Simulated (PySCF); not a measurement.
CH₆OSn, SMILES [CH3][SnH2][OH].

Geometry optimised at r2SCAN-D4/def2-SVP. The def2 effective core potentials stand for the cores of Sn; spin–orbit coupling is left out. The values are those of a single conformer.

Computed with M06-2X/def2-TZVPD (PySCF).

Isolated molecule, no solvent.

The total energy comes out as -331.16595 hartree. The highest occupied level is -9.29 eV. The lowest empty level is -0.05 eV, the orbital gap is 9.24 eV and the dipole moment is 2.31 D. The quadrupole, principal values (traceless, Buckingham form, about the centre of nuclear charge) is -6.10, 0.12, 5.98 D·Å and the mean static polarisability comes out as 58.8 bohr³ (8.71 Å³). The polarisability, principal values is 55.1, 55.6, 65.6 bohr³.
